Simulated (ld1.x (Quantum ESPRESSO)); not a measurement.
Ti, PAW: configuration errors across variants

ld1.x (Quantum ESPRESSO) 7.5 input, shortened:

```
&input
   title='Ti', zed=22., rel=1, dft='PBE', iswitch=3,
   config='[Ar] 3d3 4s1 4p0'
 /
 &inputp
   pseudotype=3, lpaw=.true., tm=.true., lloc=-2, rcloc=1.70,
   nlcc=.true., new_core_ps=.true.,
   which_augfun='GAUSS', rmatch_augfun=0.90
 /
6
3S  1  0   2.00   0.00  1.35  1.50  0.0
4S  2  0   1.00   0.00  1.35  1.50  0.0
3P  2  1   6.00   0.00  1.70  1.85  0.0
4P  3  1   0.00   0.00  1.70  1.85  0.0
3D  3  2   3.00   0.00  1.05  1.35  0.0
3D  3  2   0.00   0.85  1.05  1.35  0.0
 &test
   configts(1)='3s2 3p6 3d3 4s1 4p0'
 /
```

All-electron excitation energies from the reference (eV): (1) 3s2 3p6 3d2 4s2 4p0 -1.106; (2) 3s2 3p6 3d2 4s1 4p0 6.241; (3) 3s2 3p6 3d2 4s0 4p0 19.813; (4) 3s2 3p5 3d2 4s2 4p0 44.451; (5) 3s2 3p6 3d1 4s0 4p0 46.761; (6) 3s2 3p6 3d2 4s1 4p1 1.970; (7) 3s2 3p6 3d2 4s0 4p1 10.017.

The overlap operator is not positive definite (basis up to 400 Ry) in “waves 3s (bound): rcut 1.02, rcutus 1.08 bohr; 4s (bound): rcut 1.02, rcutus 1.08 bohr”, “local potential all-electron potential smoothed inside 1.16 bohr (lloc = -2)”. Such files are unfit for use, however small their errors in these radial tests.

3 further variants failed, have other tests or another functional or relativity, and are left out.

Errors AE − PS in meV (a dash: test not solved or not reliable):

| change | (1) | (2) | (3) | (4) | (5) | (6) | (7) | bound ghosts |
| --- | --- | --- | --- | --- | --- | --- | --- | --- |
| base | +4.1 | +2.4 | +0.5 | +64 | +24 | +5.6 | +5.6 | none |
| waves 3s (bound): rcut 1.02, rcutus 1.08 bohr; 4s (bound): rcut 1.02, rcutus 1.08 bohr | -17 | -12 | -7.8 | -437 | -174 | -33 | -41 | not determined (overlap not positive) |
| waves 3p (bound): rcut 1.66, rcutus 1.76 bohr; 4p (bound): rcut 1.66, rcutus 1.76 bohr | +3.1 | +1.9 | +0.2 | +30 | +13 | +3.2 | +2.6 | none |
| waves 3d (bound): rcut 1.05, rcutus 1.64 bohr; 3d channel at 0.85 Ry: rcut 1.05, rcutus 1.64 bohr | +5.6 | +3.3 | +1.0 | +59 | +34 | +7.3 | +7.0 | none |
| local potential all-electron potential smoothed inside 1.16 bohr (lloc = -2) | +1.9 | -4.8 | -30 | – | – | – | – | not determined (overlap not positive) |

(1) Give the same row for: all radii but the core radius scaled by about 0.94 (s 1.42, p 1.74, d 1.28 bohr, rcut 1.28/1.60/0.98); local potential all-electron potential smoothed inside 1.60 bohr (lloc = -2); augmentation GAUSS, radius 0.84 bohr.

Results:

(1) +3.6, +2.1, +0.4, +46, +18, +4.0, +3.5; bound ghosts: none.
